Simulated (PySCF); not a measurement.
# C₆ coefficients of unlike pairs at PBE0

Calculated with PySCF 2.14 from the dipole response of each species, C₆(A,B) = (3/π) ∫ α_A(iu) α_B(iu) du, in atomic units, from isotropic polarisabilities. For ions this is the dispersion term alone; charge-induced terms of lower order in 1/R come first.

| species | configuration | basis | relativity | α (bohr³) | C₆ (like pair) |
| --- | --- | --- | --- | --- | --- |
| Zn²⁺ | [Ar] 3d10 (1S) | aug-cc-pwCVTZ-DK (10s9p7d4f3g) | spin-free X2C | 2.608 | 6.919 |
| I²⁺ | [Kr] 4d10 5s2 5p3 (4S) | aug-cc-pwCVTZ-DK3 (10s9p7d4f1g) | spin-free X2C | 13.73 | 96.20 |
| Os | [Xe] 4f14 5d6 6s2 (5D) | def2-QZVPPD with the def2 core potential (60 electrons) (7s5p4d4f2g) | core potential | 57.93 | 655.6 |
| N⁺ | [He] 2s2 2p2 (3P) | dyall-av3z (15s9p3d2f) | none | 3.865 | 8.288 |

(1) Estimate C₆ for Os with I²⁺.

No spin-orbit coupling is included.

The other pairs:

| pair | C₆ |
| --- | --- |
| N⁺, Zn²⁺ | 7.175 |
| I²⁺, Zn²⁺ | 24.24 |
| N⁺, I²⁺ | 28.19 |
| Os, Zn²⁺ | 53.56 |
| N⁺, Os | 67.70 |

Answers

(1) The integral gives 234.2. The combination rule 2 C_A C_B / (C_A α_B/α_A + C_B α_A/α_B) gives 224.8 and the geometric mean 251.1.
